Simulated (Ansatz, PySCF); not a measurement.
Potential energy curve for SMILES [BH3-][OH2+] (H₅BO). The B1–O5 bond (B1 also carries H, H, H; O5 carries H, H) is varied alone, starting from the PBE0/def2-TZVP optimised geometry.

UHF/def2-TZVP, density fitting (PySCF); RHF/def2-TZVP, density fitting (PySCF); UKS-LDA (SVWN5) = unrestricted LDA (SVWN5)/def2-TZVP (PySCF); RKS-LDA (SVWN5) = restricted LDA (SVWN5)/def2-TZVP run with PySCF 2.14.0; UKS-BHandHLYP = unrestricted BHandHLYP/def2-TZVP in PySCF 2.14.0; RKS-BHandHLYP = restricted BHandHLYP/def2-TZVP run with PySCF 2.14.0; UKS-PBE = unrestricted PBE/def2-TZVP (Ansatz, an electronic-structure program); RKS-PBE = restricted PBE/def2-TZVP in Ansatz; UKS-B3LYP/6-31G* = unrestricted B3LYP/6-31G*, spherical d (PySCF); RKS-B3LYP/6-31G* = PySCF 2.14.0 with restricted B3LYP/6-31G*, spherical d; UKS-M06-2X/6-31G* = PySCF with unrestricted M06-2X/6-31G*, spherical d; RKS-M06-2X/6-31G* = restricted M06-2X/6-31G*, spherical d in PySCF.

Scanned distances (Å): 1.34, 1.43, 1.52, 1.59, 1.62, 1.69, 1.74, 1.78, 1.84, 1.94, 2.07, 2.26, 2.50, 2.75, 3.07, 3.42, 3.69, 4.18, 4.56, 5.06.

Question: Where does the unrestricted solution first break spin symmetry (<S²> of 0.01 or more)?

Answer: UHF: at none of the points with a result; UKS-LDA (SVWN5): at none of the points with a result; UKS-BHandHLYP: at none of the points with a result; UKS-PBE: at none of the points with a result; UKS-B3LYP/6-31G*: at none of the points with a result; UKS-M06-2X/6-31G*: at none of the points with a result.

| R / Å | <S²> UHF | E(RHF) − E(UHF) / kcal/mol | <S²> UKS-LDA (SVWN5) | E(RKS-LDA (SVWN5)) − E(UKS-LDA (SVWN5)) / kcal/mol | <S²> UKS-BHandHLYP | E(RKS-BHandHLYP) − E(UKS-BHandHLYP) / kcal/mol | <S²> UKS-PBE | E(RKS-PBE) − E(UKS-PBE) / kcal/mol | <S²> UKS-B3LYP/6-31G* | E(RKS-B3LYP/6-31G*) − E(UKS-B3LYP/6-31G*) / kcal/mol | <S²> UKS-M06-2X/6-31G* | E(RKS-M06-2X/6-31G*) − E(UKS-M06-2X/6-31G*) / kcal/mol |
|---|---|---|---|---|---|---|---|---|---|---|---|---|
| 1.34 | 0.00 | 0.0 | 0.00 | 0.0 | 0.00 | 0.0 | 0.00 | 0.0 | 0.00 | 0.0 | 0.00 | 0.0 |
| 1.43 | 0.00 | 0.0 | 0.00 | 0.0 | 0.00 | 0.0 | 0.00 | 0.0 | 0.00 | 0.0 | 0.00 | 0.0 |
| 1.52 | 0.00 | 0.0 | 0.00 | 0.0 | 0.00 | 0.0 | 0.00 | 0.0 | 0.00 | 0.0 | 0.00 | 0.0 |
| 1.59 | 0.00 | 0.0 | 0.00 | 0.0 | 0.00 | 0.0 | 0.00 | 0.0 | 0.00 | 0.0 | 0.00 | 0.0 |
| 1.62 | 0.00 | 0.0 | 0.00 | 0.0 | 0.00 | 0.0 | 0.00 | 0.0 | 0.00 | 0.0 | 0.00 | 0.0 |
| 1.69 | 0.00 | 0.0 | 0.00 | 0.0 | 0.00 | 0.0 | 0.00 | 0.0 | 0.00 | 0.0 | 0.00 | 0.0 |
| 1.74 | 0.00 | 0.0 | 0.00 | 0.0 | 0.00 | 0.0 | 0.00 | 0.0 | 0.00 | 0.0 | 0.00 | 0.0 |
| 1.78 | 0.00 | 0.0 | 0.00 | 0.0 | 0.00 | 0.0 | 0.00 | 0.0 | 0.00 | 0.0 | 0.00 | 0.0 |
| 1.84 | 0.00 | 0.0 | 0.00 | 0.0 | 0.00 | 0.0 | 0.00 | 0.0 | 0.00 | 0.0 | 0.00 | 0.0 |
| 1.94 | 0.00 | 0.0 | 0.00 | 0.0 | 0.00 | 0.0 | 0.00 | 0.0 | 0.00 | 0.0 | 0.00 | 0.0 |
| 2.07 | 0.00 | 0.0 | 0.00 | 0.0 | 0.00 | 0.0 | 0.00 | 0.0 | 0.00 | 0.0 | 0.00 | 0.0 |
| 2.26 | 0.00 | 0.0 | 0.00 | 0.0 | 0.00 | 0.0 | 0.00 | 0.0 | 0.00 | 0.0 | 0.00 | 0.0 |
| 2.50 | 0.00 | 0.0 | 0.00 | 0.0 | 0.00 | 0.0 | 0.00 | 0.0 | 0.00 | 0.0 | 0.00 | 0.0 |
| 2.75 | 0.00 | 0.0 | 0.00 | 0.0 | 0.00 | 0.0 | 0.00 | 0.0 | 0.00 | 0.0 | 0.00 | 0.0 |
| 3.07 | 0.00 | 0.0 | 0.00 | 0.0 | 0.00 | 0.0 | 0.00 | 0.0 | 0.00 | 0.0 | 0.00 | 0.0 |
| 3.42 | 0.00 | 0.0 | 0.00 | 0.0 | 0.00 | 0.0 | 0.00 | 0.0 | 0.00 | 0.0 | 0.00 | 0.0 |
| 3.69 | 0.00 | 0.0 | 0.00 | 0.0 | 0.00 | 0.0 | 0.00 | 0.0 | 0.00 | 0.0 | 0.00 | 0.0 |
| 4.18 | 0.00 | 0.0 | 0.00 | 0.0 | 0.00 | 0.0 | 0.00 | 0.0 | 0.00 | 0.0 | 0.00 | 0.0 |
| 4.56 | 0.00 | 0.0 | 0.00 | 0.0 | 0.00 | 0.0 | 0.00 | 0.0 | 0.00 | 0.0 | 0.00 | 0.0 |
| 5.06 | 0.00 | 0.0 | 0.00 | 0.0 | 0.00 | 0.0 | 0.00 | 0.0 | 0.00 | 0.0 | 0.00 | 0.0 |
